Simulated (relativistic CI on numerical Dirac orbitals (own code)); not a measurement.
# What each ingredient does to the levels of Sr⁶⁺

Base calculation: Dirac-Coulomb-Breit CI, separate exchange-only KLI orbitals for each configuration, QED by a radiative potential, unscaled Slater integrals.

Configuration list (outside the closed core [Ar] 3d10): 4s²4p², 4s4p³, 4s²4p4d, 4p⁴, 4s4p²4d, 4s²4p4f, 4s²4p5s, 4s4p²4f, 4s²4p5p, 4p³4d, 4s²4p5d, 4s4p4d², 4s4p²5s, 4s²4d², 4s4d³, 4s4d²4f, 4p²4d², 4p4d³, 4p4d²4f, 4p4d²5s, 4s²4f², 4s4d4f², 4s4f³. Double excitations out of closed p, d and f shells are left out; levels of such configurations are missing from the list, as are those of other unlisted configurations, and high levels can miss mixing partners. These lack a partner that the ground configuration has and come out too high: 4s4p²5s, 4s²4p5p, 4s²4p5d.

Variants: (1) valence Slater integrals scaled by 0.9; (2) Breit term removed; (3) non-relativistic limit. Shifts of the energy above 4s²4p² ³P0, in cm⁻¹, for the lowest level and the first level of each name with at least 55 % of one term (blank where a level changes its place among those of its configuration and J or its character, or is not in the variant):

| Level | Base | Δ(1) | Δ(2) | Δ(3) | Measured |
| --- | --- | --- | --- | --- | --- |
| 4s²4p² ³P0 | 0.0 | 0.0 | 0.0 | 0.0 | 0.0 |
| 4s²4p² ³P1 | 6465.3 | +220.0 | +156.0 | -6465.3 | 6845.0 |
| 4s²4p² ³P2 | 12333.9 | +26.3 | +237.3 | -12333.9 | 12545.0 |
| 4s²4p² ¹D2 | 29322.6 | -1049.2 | +327.6 | -12707.3 | 28490.0 |
| 4s²4p² ¹S0 | 54261.9 | -3252.8 | +332.2 | -13365.0 | 51814.0 |
| 4s4p³ ⁵S°2 | 122429.3 | +5188.5 | +165.1 | -21799.4 |  |
| 4s4p³ ³D°1 | 165045.1 | +1940.8 | +159.6 | -20523.6 | 167806.0 |
| 4s4p³ ³D°2 | 165226.7 | +1914.3 | +167.3 | -20705.1 | 167977.0 |
| 4s4p³ ³D°3 | 167502.1 | +2039.0 | +252.2 | -22980.6 | 170427.0 |
| 4s4p³ ³P°0 | 189642.9 | -247.7 | +219.4 | -22749.2 | 190425.0 |
| 4s4p³ ³P°1 | 190361.4 | -168.6 | +253.9 | -23467.7 | 191215.0 |
| 4s4p³ ³P°2 | 191166.6 | +19.1 | +284.3 | -24272.8 | 192193.0 |
| 4s4p³ ¹D°2 | 212898.9 | +287.8 | +378.5 | -22543.4 | 213095.0 |
| 4s4p³ ³S°1 | 241293.1 | -5636.4 | +129.1 | -20930.6 | 232870.0 |

At this charge configurations can still be misplaced by up to about 7 % of their energy. 13 of the 13 excited levels that our extract of the measured tables holds in this range could be paired (the sources list more); they are missed by 2403 cm⁻¹ on average and 8423 at most, and levels without a partner can miss by more.

Measured levels: Sansonetti, J. Phys. Chem. Ref. Data 41, 013102 (2012).

Ionisation energy from the two ground configurations alone: base 104.086 eV; valence Slater integrals scaled by 0.9 103.996 eV; Breit term removed 104.141 eV. The NIST ASD value (theoretical) is 104 eV.

LS names give the leading component of a level, which can be under half, so a name can repeat, a term be missing and a line seem to break the LS rules.
